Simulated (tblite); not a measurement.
Compound: C8H16N2.
Cartesian coordinates in Å at the GFN2-xTB level; atoms count from 1:
```
atom  x, y, z in Å
C1     3.0396    1.2147   -0.3847
C2     2.5479    0.0104    0.4109
C3     2.7409   -1.2876   -0.3804
N4     1.1576    0.2230    0.7789
N5     0.3266    0.4819   -0.2557
C6    -0.9206    0.2916   -0.1832
C7    -1.7268   -0.3259    0.9414
C8    -3.1803   -0.1701    0.4914
C9    -3.0986   -0.1597   -1.0355
C10   -1.8386    0.6577   -1.3157
H11    2.9231    2.1198    0.2047
H12    4.0869    1.0921   -0.6469
H13    2.4483    1.3145   -1.2899
H14    3.1035   -0.0576    1.3547
H15    3.7916   -1.4382   -0.6130
H16    2.3873   -2.1434    0.1930
H17    2.1775   -1.2336   -1.3092
H18    0.8140   -0.4302    1.4821
H19   -1.5323    0.1634    1.8980
H20   -1.4616   -1.3841    1.0443
H21   -3.8227   -0.9646    0.8697
H22   -3.5745    0.7850    0.8431
H23   -3.9885    0.2652   -1.4978
H24   -2.9695   -1.1787   -1.4060
H25   -1.3901    0.4499   -2.2856
H26   -2.0616    1.7271   -1.2709
```

Calculated harmonic vibrations of the isolated species, GFN2-xTB (tblite), most abundant isotopes, no scaling. Against measured fundamentals such values can be off by several per cent, at times by over 20. One conformer, not necessarily the lowest.

Harmonic wavenumbers (cm⁻¹): 43.5, 55.6, 100.8, 112.5, 180.5, 203.8, 215.4, 229.7, 282.3, 370.2, 409.8, 434.4, 456.8, 542.2, 573.2, 619.5, 694.3, 810.8, 865.8, 875.7, 875.9, 935.4, 940.5, 969.9, 971.6, 997.7, 1013.1, 1027.4, 1083.1, 1097.0, 1110.0, 1137.4, 1154.3, 1182.5, 1201.1, 1204.2, 1215.5, 1224.3, 1272.4, 1299.2, 1307.6, 1314.0, 1321.7, 1328.6, 1373.8, 1393.3, 1407.2, 1467.3, 1469.1, 1475.6, 1489.8, 1490.9, 1495.4, 1501.6, 1502.9, 1738.8, 2908.1, 2920.8, 2947.1, 2970.5, 2974.1, 2988.1, 3001.3, 3008.1, 3013.8, 3018.1, 3040.9, 3041.6, 3046.5, 3052.5, 3063.9, 3253.4.

A = 3188, B = 619.8, C = 594.6 MHz; mass 140.131 u (most abundant isotopes); point group C1, symmetry number 1.

Task: Zero-point energy?

Result: ½Σν̃ = 50658 cm⁻¹ = 144.84 kcal/mol.

Task: Give the ideal-gas entropy at 500 K and 1 bar in the rigid-rotor, harmonic-oscillator model (classical rotation).

Result: Translation 43.32, rotation 31.53, vibration 58.83: S = 133.7 cal/(mol K).

Task: And Cp and H(500 K) − H(0)?

Result: Cp = 70.35 cal/(mol K), of which vibrations give 62.40 (their classical limit is 72 R = 143.1); H(500 K) − H(0) = 19.27 kcal/mol without the zero-point energy, 15.30 from vibrations.

Task: Which modes carry the vibrational entropy at 500 K?

Result: 43.5 cm⁻¹: 6.12; 55.6 cm⁻¹: 5.63; 100.8 cm⁻¹: 4.45; 112.5 cm⁻¹: 4.24; 180.5 cm⁻¹: 3.31; 203.8 cm⁻¹: 3.08 cal/(mol K); the other 66 give 32.01 together.

Task: What must be added to the electronic energy to get the Gibbs energy at 500 K and 1 bar?

Result: ZPE + [H(500 K) − H(0)] − T·S = 144.84 + 19.27 − 66.84 = 97.27 kcal/mol.

Hindered rotation and anharmonicity are outside this model. Other conformers, if any are populated, would add a mixing term that is left out. The structure is chiral; the term R ln 2 for an equal mix with its mirror image is left out.
